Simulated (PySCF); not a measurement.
Static response to an electric field

C4H5N3Si.
Structure used (GFN2-xTB), in Å, numbered top down from 1:
```xyz
13
C4H5N3Si angstrom
C      2.7787   -0.0921    0.7288
N      1.9603    0.1424   -0.1847
Si     0.4568   -0.5331   -0.6661
C     -0.9615    0.7744   -0.6577
C     -1.5415   -0.1871    0.3393
C     -2.7930   -0.0280    0.9720
N     -3.8205    0.1552    1.4478
N     -0.7316   -1.1683    0.5239
H      3.6746    0.5202    0.7960
H      2.6704   -0.8751    1.4811
H      0.6408   -1.3646   -1.8357
H     -0.7609    1.7548   -0.2316
H     -1.5769    0.9017   -1.5454
```

Level: PBE0/def2-SVPD (PySCF), static field, nuclei fixed, core orbitals frozen in the response. The polarisability tensor in these axes (au):

```
x   122.36  -7.67  -4.82
y    -7.67  69.39  -0.92
z    -4.82  -0.92  74.99
```

Problem. Give the principal values, the mean and the anisotropy Δα = √{½[(α1 − α2)² + (α2 − α3)² + (α1 − α3)²]}.

Solution. Principal values 67.92, 74.93 and 123.89 au; mean 88.91 au = 13.18 Å³ = 14.66 × 10⁻⁴⁰ C²·m²/J; Δα = 52.81 au (59 % of the mean).

Problem. What is the dipole moment, and where does it point?

Solution. (4.40, 0.56, -1.53) D, 4.69 D in size, pointing from the negative to the positive side. Measured along this direction, the outermost atoms are N7 at the negative end and H9 at the positive end.

Problem. Directions of the eigenvectors, and the extent of the frame along each?

Solution. Largest value along (0.99, -0.14, -0.09), where the nuclei span 7.40 Å; middle along (0.06, -0.24, 0.97), 3.61 Å; least along (0.16, 0.96, 0.23), 3.15 Å. The response follows the extents in order.

Problem. What depolarisation ratio follows for Rayleigh scattering of linearly polarised light, taking the static tensor?

Solution. ρ = 3Δα²/(45ᾱ² + 4Δα²) = 8368.0/(355745 + 11157.3) = 0.0228.

Problem. Traceless (Buckingham) quadrupole moment about the centre of nuclear charge: eigenvalues?

Solution. -17.61, 2.53, 15.08 D·Å. The values depend on the origin, since the dipole doesn't vanish. The electronic extent ⟨r²⟩ about the same centre is 1305 bohr², a root-mean-square distance of 2.39 Å for the 64 electrons.

Isolated species at its GFN2-xTB geometry (one conformer only).
